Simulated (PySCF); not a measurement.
**Electronic structure of Al⁺ (aluminium, charge +1) at the UHF level**

Configuration: [Ne] 3s2, closed-shell 1S. All numbers are calculated (PySCF 2.14, the non-relativistic Hamiltonian (point nucleus), in def2-SVP (4s3p1d, 18 functions)).

- Total energy: -241.585087 hartree
- One-electron energy: -332.7226 hartree
- Hartree (Coulomb) energy: 109.0242 hartree
- Exchange energy: -17.8866 hartree
- Kinetic energy: 241.53128 hartree
- ⟨S²⟩: 0.0000
- ⟨L²⟩: 0.000
- Sum of ⟨r⟩: 9.971 bohr
- Sum of ⟨r²⟩: 17.45 bohr²
- Density at the nucleus (Gaussians lack the cusp): 1270 bohr⁻³
- Langevin diamagnetic susceptibility: -13.8 ×10⁻⁶ cm³/mol
- Time after the integrals: 0.07 s of wall time on 1 thread of Neoverse-N1 (shared host)

```
shell  electrons  mean orbital energy (eV)  rms radius, mean of both spins (bohr)
   1s          2                   -1599.7                                  0.140
   2s          2                   -141.91                                  0.678
   2p          6                   -95.877                                  0.675
   3s          2                   -17.672                                   2.62
```
